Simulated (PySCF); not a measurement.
CH8FNSi2, SMILES N[SiH2][SiH2]CF.

Geometry: PBE0-D3(BJ)/def2-SVP. The structure was generated by enumeration, and PubChem lists no compound with its InChIKey, so it may never have been made. The values are those of a single conformer.

The numbers are results of PySCF 2.14.0 with PBE0-D3(BJ)/def2-SVP, not measurements.

Frequencies are harmonic and unscaled.

```tsv
mode	ν (cm⁻¹)	IR (km/mol)	Raman (Å⁴/amu)	depolarisation	moving atoms (share of kinetic energy)
1	51	0.1	0.2	0.67	H 37 %, Si 29 %, N 23 %
2	87	2.3	0.1	0.67	F 53 %, H 19 %, N 14 %
3	106	0.3	0.2	0.55	H 26 %, C 26 %, N 25 %, F 18 %
4	173	7.7	2.2	0.70	N 30 %, Si 27 %, H 23 %, F 19 %
5	197	47.4	1.3	0.37	H 94 %
6	308	6.9	2.8	0.64	Si 32 %, F 27 %, H 25 %, C 15 %
7	366	22.7	0.8	0.73	H 88 %, Si 9 %
8	416	6.8	24.5	0.20	Si 77 %, H 19 %
9	462	235.8	0.9	0.75	H 78 %, N 16 %
10	521	0.2	2.2	0.49	H 66 %, Si 27 %
11	601	12.4	14.4	0.61	H 78 %, Si 12 %
12	646	16.1	14.5	0.65	H 66 %, C 28 %
13	700	2.2	11.0	0.68	H 89 %
14	767	150.6	5.0	0.68	H 61 %, Si 22 %, C 15 %
15	832	165.4	10.0	0.50	H 70 %, C 15 %, Si 10 %
16	842	20.7	11.4	0.57	H 46 %, N 40 %, Si 13 %
17	870	72.5	7.9	0.39	H 64 %, Si 21 %, C 8 %
18	907	88.9	19.6	0.75	H 88 %
19	924	67.7	11.9	0.74	H 87 %
20	932	37.9	8.6	0.75	H 90 %
21	1064	72.9	3.2	0.73	C 53 %, F 41 %
22	1243	6.1	6.2	0.75	H 91 %
23	1297	4.1	2.0	0.13	H 77 %, C 22 %
24	1452	8.8	11.2	0.72	H 94 %
25	1543	32.1	4.6	0.75	H 90 %, N 10 %
26	2202	92.3	138.8	0.23	H 97 %
27	2211	44.8	138.4	0.73	H 96 %
28	2221	144.0	254.0	0.04	H 97 %
29	2228	148.8	123.5	0.52	H 96 %
30	3057	18.2	122.5	0.10	H 95 %
31	3125	11.3	107.3	0.65	H 90 %, C 10 %
32	3600	34.2	91.7	0.09	H 96 %
33	3705	41.5	55.8	0.67	H 91 %, N 9 %
```
